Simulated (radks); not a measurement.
The numbers below are computed, except where a source is named.
Spherical quantum dot in the effective-mass picture: electrons in a well V = -V0 / (1 + exp((r - R)/a)) with V0 = 10.5, R = 3.06, a = 0.19, all in effective atomic units (hartree* = m*/eps^2 hartree, bohr* = eps/m* bohr), one dielectric constant everywhere. Level of theory: non-relativistic Kohn-Sham, LDA (Slater exchange, Perdew-Wang correlation), spin-polarised, spherical densities (a radial shooting solver with Libxc functionals). Levels are named by radial order and angular momentum (1s, 1p, 1d, 2s, ...), and open shells are averaged over m. Results are scaled to m* = 0.046 and eps = 7.2, for which hartree* = 24.15 meV and bohr* = 8.283 nm.

N = 14, configuration 1s2 1p6 1d(up 5, down 1). This is the lowest configuration that the search found. Occupied and some empty levels:

level,occupation,eigenvalue (meV),<r> (nm)
1s up,1,-97.605,15.83
1s down,1,-95.859,15.73
1p up,3,-89.352,17.10
1p down,3,-87.471,17.07
1d up,5,-76.551,18.06
1d down,1,-74.617,18.06
1f up,0,-59.983,18.86
2s up,0,-58.663,12.62
1f down,0,-58.045,18.87
2s down,0,-57.693,12.63
2p up,0,-37.572,14.69
2p down,0,-36.369,14.68

Energy (meV): total -2163.86, kinetic 353.37, external -3394.4, Hartree 1029.8, exchange-correlation -152.62.
